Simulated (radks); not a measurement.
Values are calculated unless marked as measured or tabulated.
All-electron atom: Lu4+ in [Xe] 4f13.

Code: a radial shooting solver on a logarithmic mesh with Libxc functionals. Model: scalar-relativistic Kohn-Sham, PBE, spin-polarised, spherical densities, point nucleus; open shells are filled with parallel spins first (spin-orbit coupling, left out, can overturn this in heavy ions).

Energy parts (eV):
part                      energy
total                 -396201.69
kinetic                433002.41
electron-nucleus      -973185.56
Hartree                152106.38
exchange-correlation    -8124.92

Orbitals (lengths in bohr, moments of r in powers of bohr; <r^-3> diverges for s and p1/2; r(max) is where P^2 peaks):
orbital  occ.  eigenvalue (eV)       <r^4>   r(max)  <r^-3>
1s down     1        -63295.17   7.066e-07  0.01213       -
1s up       1        -63295.17   7.066e-07  0.01213       -
2s up       1        -10815.17   0.0001081  0.06930       -
2s down     1        -10815.15   0.0001080  0.06930       -
2p up       3        -9519.428  0.00008346  0.05660   16860
2p down     3        -9519.418  0.00008346  0.05660   16860
3s up       1        -2489.906    0.004023   0.1957       -
3s down     1        -2489.397    0.004021   0.1957       -
3p up       3        -2101.152    0.004287   0.1931    3698
3p down     3        -2100.642    0.004284   0.1931    3699
3d up       5        -1634.692    0.003335   0.1574   483.3
3d down     5        -1634.304    0.003332   0.1574   483.5
4s up       1        -535.6037     0.09625   0.4459       -
4s down     1        -534.6032     0.09629   0.4459       -
4p up       3        -407.8950      0.1279   0.4669   846.2
4p down     3        -406.9175      0.1280   0.4669   845.7
4d up       5        -241.3710      0.1937   0.4803   93.71
4d down     5        -240.4154      0.1942   0.4803   93.63
5s up       1        -105.8945       3.128    1.031       -
5s down     1        -105.4725       3.152    1.032       -
5p up       3         -74.8062       5.838    1.168   119.9
5p down     3         -74.5034       5.892    1.170   119.0
4f up       7         -57.9864      0.8663   0.4652   14.69
4f down     6         -57.1089      0.8916   0.4656   14.62

The highest occupied level is 4f down at -57.109 eV. Spin moment in Bohr magnetons: 1. Summed over all electrons, <r^2> = 29.14 bohr^2, which gives a Langevin (diamagnetic) susceptibility term of -23.1 x 10^-6 cm^3/mol. For comparison, the ionisation energy in NIST's Atomic Spectra Database is 66.8 eV (semi-empirical). In exact Kohn-Sham theory the highest level is minus the ionisation energy, but local and semilocal functionals leave it too shallow, through self-interaction and a potential that decays too fast; potentials with the right tail come closer.
